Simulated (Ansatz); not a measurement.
Cu4N4Cl4H12 (relaxed from a model of [CuCl(NH3)]4 cubane, whose bonding it doesn't keep), 24 atoms. Hardware: 4 threads of Arm Neoverse V1 on a shared host.

The 6-31G sets use Cartesian d functions. Correlated methods freeze 60 core orbitals.

Question: How many basis functions does each of these Ansatz runs have, and roughly what does it cost? PBE-D4/def2-SVP, charge 0 triplet at the geometry of the charge 0 singlet, energy; PBE-D4/def2-SVP, charge 0 singlet, energy, from earlier orbitals; PBE-D4/def2-SVP, charge 1 doublet, relaxation, 18 steps; PBE0-D4/def2-SVP, charge 0 singlet, energy and forces, from earlier orbitals; PBE-D4/def2-SVP, charge 1 doublet, energy, from earlier orbitals; r2SCAN-D4/def2-SVP, charge 0 triplet at the geometry of the charge 0 singlet, energy, from earlier orbitals; PBE-D4/def2-SVP, charge 0 singlet, relaxation, 24 steps; r2SCAN-D4/def2-SVP, charge 0 singlet, energy, from earlier orbitals; PBE-D4/def2-SVP, charge 1 doublet at the geometry of the charge 0 singlet, energy; MP2/def2-SVP, charge 0 singlet, energy, from earlier orbitals; B3LYP-D4/6-31G, charge 0 singlet, energy; HF/6-31G, charge 0 singlet, energy.

Answer: Other jobs shared the machine, so times can vary by a factor of up to 3.

```csv
run,functions,fitting or Cholesky vectors,wall time,peak host memory (GiB)
"HF/6-31G, charge 0 singlet, energy",228,2616,15 s,1.4
"PBE-D4/def2-SVP, charge 0 singlet, energy, from earlier orbitals",312,3700,15 s,0.96
"PBE-D4/def2-SVP, charge 1 doublet, energy, from earlier orbitals",312,3700,20 s,1.1
"B3LYP-D4/6-31G, charge 0 singlet, energy",228,2616,22 s,1.4
"r2SCAN-D4/def2-SVP, charge 0 singlet, energy, from earlier orbitals",312,3700,32 s,1.1
"PBE0-D4/def2-SVP, charge 0 singlet, energy and forces, from earlier orbitals",312,3224,36 s,1.9
"MP2/def2-SVP, charge 0 singlet, energy, from earlier orbitals",312,3224,36 s,1.9
"PBE-D4/def2-SVP, charge 0 triplet at the geometry of the charge 0 singlet, energy",312,3700,49 s,1.2
"PBE-D4/def2-SVP, charge 1 doublet at the geometry of the charge 0 singlet, energy",312,3700,50 s,1.2
"r2SCAN-D4/def2-SVP, charge 0 triplet at the geometry of the charge 0 singlet, energy, from earlier orbitals",312,3700,95 s,1.4
"PBE-D4/def2-SVP, charge 0 singlet, relaxation, 24 steps",312,3700,4.3 min,0.95
"PBE-D4/def2-SVP, charge 1 doublet, relaxation, 18 steps",312,3700,6.3 min,1.1
```
